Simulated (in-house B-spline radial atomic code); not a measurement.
# RPA and G0W0 on PBE0: Be III (Be2+)

Configuration 1s2, mean-field start PBE0. Computed with a B-spline radial code for spherical atoms: all electrons, scalar-relativistic (spin-free one-electron X2C), finite nucleus, each spin shell either full or empty, empty states to l = 9 with an (l + 1/2)⁻⁴ tail; G0W0 by contour deformation at full frequency.

Command:
```bash
python run_gw.py task.json out
```
Settings (radii: box in bohr, nucleus in fm):
```
Z                        4
electrons                2
configuration            1s2
hamiltonian              x2c
method                   pbe0
lmax                     9
rms_radius               2.519
spin_polarised           False
box_radius               17.55
intervals                72
ion_configuration        1s1
```

Run time, properties included: 1.9 s on 1 thread of Arm Neoverse N1, on a shared host.

Energies (hartree):

```
                                     term      value
                         mean-field total  -13.63112
Hartree-Fock functional on these orbitals  -13.61295
                      direct second order   -0.09183
                    second-order exchange   0.045915
                         SOSEX correction   0.042997
```

(1) What is the RPA correlation energy, and what remains with SOSEX?

Quasi-particle levels (eV):

```csv
level,occupied,mean field,Σx - vxc,Σc,QP weight,G0W0
1s,yes,-137.96,-16.38,?,?,?
2s,no,-20.115,2.20,-0.14,0.999,-18.059
```

G0W0 = mean field + (Σx - vxc) + Σc, with Σc (partial-wave tail included) taken at the quasi-particle energy.

(2) Where does G0W0 put 1s?

(3) What does it cost to remove one electron (to 1s1) by differences of total energies, each species on its own start (correlation terms add to the Hartree-Fock functional)?

Results:

(1) RPA gives -0.085992 hartree (-1.17 eV per electron); RPA + SOSEX gives -0.042996, and the second-order doubles -0.045915 hartree (no singles). SOSEX takes back 50 % of the RPA value, the self-correlation of each of the two electrons.

(2) At -153.58 eV, with Σc = 0.76 eV and a quasi-particle weight of 0.979. The tabulated removal energy is 153.896 eV (NIST, tabulated theory).

(3) PBE0 153.54 eV, Hartree-Fock functional 152.70 eV, + RPA 154.44 eV, + RPA + SOSEX 153.87 eV, + second order 153.95 eV. Tabulated: 153.896 eV (NIST, tabulated theory).
